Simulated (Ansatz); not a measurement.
Consider the ligand exchange at a B–Te bond: `NB(O)[TeH]` + CH₃OH → `COB(N)O` + H₂Te.

Computed with Ansatz on PBE0-D4/def2-TZVP structures; ΔE is electronic, products minus reactants. CCSD(T)/CBS is the MP2 limit (def2-TZVPP, def2-QZVPP) plus CCSD(T) − MP2 in def2-TZVPP, frozen cores. This one scheme is used for every species. Functionals use def2-TZVPP. Elements past krypton have def2 core potentials. For Te outer-core shells are correlated without core-valence functions, which leaves a few kJ/mol of doubt a bond. One conformer a species, not always the lowest.

CCSD(T)/CBS gives -19.1 kcal/mol.

**Question.** Another level gave -20.5 kcal/mol. Which?
A. revPBE-D4/def2-TZVPP
B. PBE0/def2-TZVPP
C. BLYP/def2-TZVPP
D. BHLYP-D4/def2-TZVPP

**Answer.** C. BLYP -20.5, PBE0 -19.3, revPBE-D4 -17.7, BHLYP-D4 -22.2 kcal/mol.

**Question.** What do rigid-rotor, harmonic-oscillator terms from PBE0-D4/def2-TZVP frequencies (298.15 K, 1 bar) make of the CCSD(T)/CBS value? (Estimate.)

**Answer.** Computed: ΔZPE = -1.9 kcal/mol, ΔH = -21.0 kcal/mol, ΔS = -15 J/(mol·K), ΔG = -19.9 kcal/mol.

Largest T1 diagnostic among the species: 0.011.

Leaving LDA and LC-ωPBE aside and taking each functional with its dispersion term where it has one, the values, not all of them listed here, spread over 5.3 kcal/mol, from B97M-V to revPBE-D4. LDA lies −3.3 kcal/mol from PBE without D4. From BLYP to BHLYP (50 % exact exchange), in def2-TZVPP and without D4, ΔE moves by −2.6 kcal/mol. In def2-TZVPP, CCSD(T) changes the Hartree–Fock value by +3.8 kcal/mol (the triples alone add +0.8 kcal/mol) and MP2 by +5.7 kcal/mol.
